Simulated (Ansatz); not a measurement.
Basis-set series for `C[Si](C)(O)P`. Charge 0, multiplicity 1. All single points use the PBE0-D4/def2-TZVP geometry. It is one conformer, not always the lowest.

```csv
functional,basis,functions,energy (Eh),HOMO (eV),LUMO (eV)
PBE0-D4,def2-SVP,123,-787.03102,-7.06,0.93
PBE0-D4,def2-TZVPP,303,-787.44297,-7.15,0.39
ωB97M-V,def2-SVP,123,-787.32355,-9.13,2.66
ωB97M-V,def2-TZVPP,303,-787.74475,-9.24,1.87
```

Give the rows for def2-QZVPP. (Estimate.)

Computed: 
```
functional       basis  functions  energy (Eh)  HOMO (eV)  LUMO (eV)
   PBE0-D4  def2-QZVPP        581   -787.47297      -7.17       0.06
   ωB97M-V  def2-QZVPP        581   -787.77329      -9.26       1.25
```

Positive LUMOs are unbound and depend on the basis.
